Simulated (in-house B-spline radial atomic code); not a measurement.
Settings and results of a run for the dysprosium ion Dy⁺ (an excited or competing configuration). Method: scalar-relativistic (X2C) CAM-B3LYP, spin-polarised, spherical fractional occupations, Fermi nucleus of rms radius 5.2218 fm. Calculated with an all-electron radial atomic-structure program (B-spline basis).

In the input, 3d5,1 would mean five up and one down electron.

Command:
```bash
python run_scf.py task.json out
```
Settings (nuclear radius in fm, mass in u):
```
Z                66
configuration    1s2 2s2 2p6 3s2 3p6 3d10 4s2 4p6 4d4,5 4f7,3 5s2 5p6 6s0,1 6d1,0
hamiltonian      x2c
method           camb3lyp
spin_polarised   True
nucleus          fermi
rms_radius       5.2218
atomic_mass      163.92918
speed_of_light   137.035999084
```

Output (hartree, bohr):
```
 radial grid: 81 intervals, B-splines of order 8, outer radius 60 bohr

 iter        energy (Eh)    residual
    1      -12087.478889    8.57e-01
    2      -12105.174835    1.39e+00
    3      -12148.413004    2.92e-01
    4      -12150.371337    9.83e-02
    5      -12150.674514    5.92e-02
    6      -12150.709415    1.87e-02
    7      -12150.723246    4.99e-03
    8      -12150.723854    5.73e-04
    9      -12150.723867    1.03e-04
   10      -12150.723867    2.21e-05
   11      -12150.723867    1.08e-06
   12      -12150.723867    5.10e-08

 total energy                    -12150.72387
 kinetic                           13335.3280
 electron-nucleus                 -29925.9296
 Hartree                            4706.0310
 exact exchange                      -54.4720
 exchange-correlation               -211.6812

 orbital      occ     eigenvalue          <r>       <r^2>       <1/r>       r_max
 1s up      1.000     -1971.5314    0.0203826 0.000576511     80.3281      0.0125
 1s down    1.000     -1971.5329    0.0203827 0.000576512     80.3281      0.0125
 2s up      1.000      -330.0474    0.0890513  0.00942957     18.5886     0.07588
 2s down    1.000      -330.0724     0.089052  0.00942959     18.5882     0.07588
 2p up      3.000      -293.5541    0.0789866  0.00763341     16.2549      0.0612
 2p down    3.000      -293.5759    0.0789884  0.00763364     16.2544      0.0612
 3s up      1.000       -74.5989     0.233996   0.0627112      6.6838      0.2155
 3s down    1.000       -74.5406     0.233881   0.0626506     6.68836      0.2154
 3p up      3.000       -63.3010     0.232718   0.0628769     6.04468      0.2115
 3p down    3.000       -63.2417     0.232574      0.0628     6.04913      0.2114
 3d up      5.000       -48.4684     0.212053   0.0528262     5.67289      0.1728
 3d down    5.000       -48.4289     0.211805   0.0526925     5.67842      0.1727
 4s up      1.000       -15.6691      0.52913    0.316203     2.76719      0.4941
 4s down    1.000       -15.5770     0.529071    0.316108     2.76669       0.494
 4p up      3.000       -11.9046     0.559654    0.356439     2.48932      0.5152
 4p down    3.000       -11.8141     0.559604    0.356355     2.48877      0.5151
 4d up      4.000        -6.6337     0.607484     0.42829     2.18327      0.5342
 4d down    5.000        -6.5928     0.607119    0.427719     2.18333      0.5337
 4f up      7.000        -1.0444     0.786509    0.795621     1.64628      0.5319
 4f down    3.000        -0.7447     0.818036    0.879621     1.60868      0.5359
 5s up      1.000        -2.6087        1.276      1.8307      1.0522       1.145
 5s down    1.000        -2.5591      1.28382     1.85376     1.04416        1.15
 5p up      3.000        -1.6532      1.47761     2.47313    0.886329       1.292
 5p down    3.000        -1.6163      1.49801      2.5464    0.872977       1.301
 6s down    1.000        -0.5439      3.30232     12.1995    0.384922       2.966
 6d up      1.000        -0.1110      7.47668     63.0478    0.170224       6.638
```

Run time, properties included: 4.7 s on 1 thread of Arm Neoverse N1 (shared host).

Caution: exact exchange at fractional occupations of open shells leaves self-interaction of up to several eV.

One-electron X2C: radii and densities carry no picture-change correction, so inner-shell <1/r> comes out high (for 1s by about 2 % at Z = 33, 5 % at 54, 10 % at 75, 30 % at 118) and <r> low.
